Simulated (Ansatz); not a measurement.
The first iterations of a band of C2H5BO (9 atoms, charge 0, multiplicity 1).

Method: RKS PBE0-D4/def2-SVP in Ansatz.

```yaml
movable_images: 9
climbing_image: yes
spring: 5.0 eV/Å²
optimiser: quadratic models (default)
start_path: through a guess of the saddle point
force_threshold: 0.03 eV/Å
iteration_limit: 60
end_points: relaxed
```

Image 0:

```xyz
9
Properties=species:S:1:pos:R:3
B -0.637 1.013 -0.697
C 0.556 0.179 -0.201
C 0.176 -0.944 0.712
O 0.635 -1.203 -0.565
H -1.574 0.454 -1.216
H -0.669 2.206 -0.501
H 1.534 0.629 0.019
H -0.882 -1.169 0.906
H 0.860 -1.164 1.543
```

Image 10:

```xyz
9
Properties=species:S:1:pos:R:3
B -0.657 0.778 -0.214
C 0.784 0.109 -0.367
C 0.065 -0.162 0.855
O 0.300 -1.317 -0.115
H -1.557 0.246 -0.862
H -0.688 1.965 0.029
H 1.856 0.150 -0.560
H -0.538 -1.384 -0.623
H 0.434 -0.385 1.856
```

| iteration | highest image above the first end (eV) | largest band force component (eV/Å) |
| --- | --- | --- |
| 1 | 4.456 | 5.857 |
| 2 | 3.692 | 3.316 |
| 3 | 3.400 | 1.927 |
| 4 | 3.201 | 2.976 |
| 5 | 2.926 | 0.951 |

Problem. Does the band converge within its limit, and where does its top end?

Solution. The run converged. It ended after 16 iterations with the highest image 2.889 eV above the first end. A vibrational analysis at the climbing image gives one clearly imaginary mode, 1518i cm⁻¹: a first-order saddle point. The orbitals stay closed-shell, which can raise the energy where a bond breaks towards radicals; this wasn't checked here.

The run took 3.2 min on 1 thread of Intel(R) Xeon(R) 6975P-C (Granite Rapids) (shared host), peak memory 0.17 GiB.
